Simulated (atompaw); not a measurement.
# What one change does to a pseudopotential (tellurium (Te), PAW (atompaw))

```
Element                 : Te (Z = 52)
Generator               : atompaw 4.2.0.5
Type                    : PAW
Functional              : LDA (PW92)
Relativity              : non-relativistic
Frozen core             : [Kr] 4d10
Valence charge          : 6
Reference configuration : 5s1.5 5p4.5
Partial waves           : 5s (bound); 5s channel at 0.8 Ry; 5p (bound); 5p channel at 1.95 Ry; 5d channel at -0.1 Ry
Local potential         : troulliermartins scheme with l = 3 at -0.5 Ry, radius 2.05 bohr
Core correction         : smooth core density matched at 1.30 bohr
Augmentation charge     : gaussian compensation charge, radius 2.15 bohr; PAW radius 2.20 bohr; waves and projectors: bloechl
```

All-electron outer shells of the reference configuration (LDA (PW92), non-relativistic, ld1.x):

```csv
shell,level (eV),outermost node (bohr),outermost maximum (bohr)
4p,-112.16,0.39,0.75
4d,-44.34,0.36,0.81
5s,-14.50,0.95,1.84
5p,-6.41,1.01,2.17
```

Change: local potential troulliermartins scheme with l = 3 at -0.5 Ry, radius 1.62 bohr.

Cutoffs: the cutoffs (Ry, on a coarse ladder) from which the occupation-weighted sum of valence levels, in a spherical-Bessel basis at the reference potential, stays within 10 and 1 mRy of its value at 400 Ry; they do not see the model core or the augmentation charge, which bear on the density cutoff.

**Question.** What does the change do?

**Answer.** The potential gets harder (45 Ry and 50 Ry → 90 Ry and 120 Ry); the bound ghosts move from p, s to d, p, s; the range in which the d phases agree widens (upper end 0.4 → at the end of the scan). A state that the projectors do not describe sees the local part alone, so a deeper or shallower local part can create or remove a ghost.

```tsv
quantity	base	changed
cutoff, loose	45 Ry	90 Ry
cutoff, tight	50 Ry	120 Ry
loose cutoff by channel (10 mRy a level)	s 30 Ry, p 45 Ry	s 80 Ry, p 6 Ry
bound ghosts	s, p	s, p, d
s: phases at 2.22 bohr within 0.05 rad from the reference energy up to (Ry; the scan ends near 5)	to the end of the scan	to the end of the scan
p: phases at 2.22 bohr within 0.05 rad from the reference energy up to (Ry; the scan ends near 5)	to the end of the scan	to the end of the scan
d: phases at 2.22 bohr within 0.05 rad from the reference energy up to (Ry; the scan ends near 5)	0.4	to the end of the scan
lowest overlap eigenvalue by channel	s 0.01, p 0.02, d 1.00	s 0.00, p 0.01, d 1.00
```

 A true bound ghost makes a file unfit for plane-wave use even where its test errors are small: the radial tests pick states by their node count and pass the ghost by. The cutoffs see the waves, projectors and local potential, not the compensation charge or the core.
